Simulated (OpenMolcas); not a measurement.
V2+ (d3) on a cation site of an ionic host was computed by CASSCF with the d shell active (OpenMolcas, ANO-RCC-VDZP on the metal). Its lowest spin-free states, and all those of the highest spin:

```json
{"2S+1": "4", "Degeneracy": "3", "E (cm-1)": "0.0"}
{"2S+1": "4", "Degeneracy": "3", "E (cm-1)": "4200"}
{"2S+1": "4", "Degeneracy": "1", "E (cm-1)": "9329"}
{"2S+1": "2", "Degeneracy": "2", "E (cm-1)": "11918"}
{"2S+1": "2", "Degeneracy": "3", "E (cm-1)": "15403"}
{"2S+1": "2", "Degeneracy": "3", "E (cm-1)": "15735"}
{"2S+1": "4", "Degeneracy": "3", "E (cm-1)": "17829"}
{"2S+1": "2", "Degeneracy": "1", "E (cm-1)": "19029"}
{"2S+1": "2", "Degeneracy": "3", "E (cm-1)": "19837"}
{"2S+1": "2", "Degeneracy": "3", "E (cm-1)": "21675"}
{"2S+1": "2", "Degeneracy": "3", "E (cm-1)": "22602"}
{"2S+1": "2", "Degeneracy": "2", "E (cm-1)": "24332"}
```

Q: Is the site octahedral, tetrahedral or cube-like, axial, or of lower symmetry?

A: The states with 2S+1 = 4 have orbital degeneracies 3, 3, 1, 3. Threefold states need a cubic site. For d3 at this spin an octahedron puts the single A2 below the threefold T2 and a tetrahedron or cube puts the threefold T1 below the threefold T2, so the site is a tetrahedron or a cube, which this pattern cannot tell apart. The run had V2+ with its 8 nearest fluoride ions at 2.328 Å, on the Sr site of SrF2 (a = 5.796 Å, distance in the model lattice 2.510 Å). The rest of the host is ab initio model potentials to 7.6 Å and point charges beyond; the distance is set by hand and nothing relaxes. Ligand basis ANO-RCC-VDZP.

An orbital triplet at a regular site is open to Jahn-Teller coupling, which can distort the site and quench the lowest spin-orbit gaps and is left out. Without dynamic correlation the repulsion within the d shell is too large (B by tens of per cent), so at a given field states of lower spin stand too high. Ligand-to-metal charge-transfer states are missing. With no ligand orbital active B as a rule stays too high, so bands that hang on it stand too high and its fall with covalency is understated. With metal d orbitals alone and no dynamic correlation 10Dq can be off by a tenth to a fifth, either way, in oxide and fluoride hosts. No measured value stands beside these numbers; the geometry was set by hand and not optimised.
